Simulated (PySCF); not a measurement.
## A search over the determinants of CsLi⁺

Unrestricted PBE0; basis Cs def2-TZVP with ECP46, Li def2-TZVP; scalar-relativistic core potentials; PySCF 2.14. Outer shells of the fragments: Cs+ closed shells only; Li 2s1.

Followed along the bond (rough minima from three points):

```
2Ms+1  unpaired  ⟨S²⟩ at the start  R at minimum (Å)  Te (eV)
    2       σ ↑               0.75              4.32     0.00
```

Solutions found at the starting distance of 3.590 Å, counted from the lowest of them; the search is not exhaustive and high or unbound solutions are not listed, so other states can lie among these:

```
2Ms+1  unpaired  term  E (eV)  ⟨S²⟩  ⟨Lz²⟩  μ (D)
    2       σ ↑   ²Σ⁺    0.00  0.75   0.00   3.83
    2       π ↑    ²Π    2.02  0.75   1.00   2.48
    2       δ ↑    ²Δ    4.05  0.75   4.00  15.42
```

A term symbol is given only where ⟨S²⟩ and ⟨Lz²⟩ are close to those of a pure state; real π, δ and φ orbitals otherwise mix terms. A positive dipole points towards Li; it is taken about the centre of mass and depends on that origin.

Spin–orbit coupling is left out. Counting both spins, an empty level lies below a filled one in some of these solutions, because spin and occupation are held.
